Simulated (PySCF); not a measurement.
Compound: CH6AsNSi.
Atom-mapped SMILES: `[H]/[N:1]=[CH:2]/[SiH2:3][AsH2:4]` (hydrogens: H5 on N1; H6 on C2; H7, H8 on Si3; H9, H10 on As4)

Cartesian coordinates in Å at the PBE0-D3(BJ)/def2-SVP level; atoms count from 1:
```xyz
10
CH6AsNSi angstrom
N      1.380   -1.042   -0.100
C      1.168    0.180   -0.385
Si    -0.504    0.987    0.039
As    -2.102   -0.594    0.750
H      2.329   -1.325   -0.375
H      1.937    0.821   -0.870
H     -0.269    1.999    1.118
H     -1.001    1.726   -1.164
H     -1.011   -1.364    1.486
H     -1.878   -1.410   -0.519
```

Jobs on this species (10 atoms, 66 electrons) with PySCF (density fitting). Hardware of each: one thread, AMD EPYC 7R43 (x86_64), no GPU, on a shared host. Times come from a shared host and carry two figures at best. Peak memory is the resident size of the whole Python process, interpreter and libraries included.

```tsv
level and settings	work	basis functions	SCF cycles	wall time	peak memory
PBE0-D3(BJ)/def2-SVP, grid level 1	geometry optimisation from a GFN2-xTB start shaken at random	108	?	?	?
delta-SCF UKS PBE, pcX-2 on the ionised atom, pcseg-1 elsewhere, spin-free X2C	ΔSCF core ionisation, 4 holes	145	?	?	?
delta-SCF UKS HF, pcX-2 on the ionised atom, pcseg-1 elsewhere, spin-free X2C	ΔSCF core ionisation, 4 holes	145	65	24 s	0.55 GiB
delta-SCF UKS SCAN, pcX-1 on the ionised atom, pcseg-1 elsewhere, spin-free X2C	ΔSCF core ionisation, 4 holes	125	65	16 s	0.55 GiB
delta-SCF UKS PBE0, pcX-2 on the ionised atom, pcseg-1 elsewhere, spin-free X2C	ΔSCF core ionisation, 4 holes	145	56	32 s	0.62 GiB
delta-SCF UKS SCAN, pcX-2 on the ionised atom, pcseg-1 elsewhere, non-relativistic	ΔSCF core ionisation, 4 holes	145	65	21 s	0.55 GiB
delta-SCF UKS B3LYP, pcX-2 on the ionised atom, pcseg-1 elsewhere, spin-free X2C	ΔSCF core ionisation, 4 holes	145	56	26 s	0.60 GiB
delta-SCF UKS SCAN, pcX-2 on the ionised atom, pcseg-1 elsewhere, spin-free X2C	ΔSCF core ionisation, 4 holes	145	66	19 s	0.46 GiB
delta-SCF UKS SCAN, def2-TZVP on the ionised atom, pcseg-1 elsewhere, spin-free X2C	ΔSCF core ionisation, 4 holes	122	64	15 s	0.55 GiB
```

**Question.** Fill in the missing figures.

**Answer.** 
- PBE0-D3(BJ)/def2-SVP, grid level 1; geometry optimisation from a GFN2-xTB start shaken at random: 72 s, 0.46 GiB, 73 SCF cycles
- delta-SCF UKS PBE, pcX-2 on the ionised atom, pcseg-1 elsewhere, spin-free X2C; ΔSCF core ionisation, 4 holes: 15 s, 0.55 GiB, 62 SCF cycles

**Question.** What do all jobs in the table cost together?

**Answer.** About 4.0 min; the longest takes about 30 % of that, and about 4.8 times as long as the shortest.
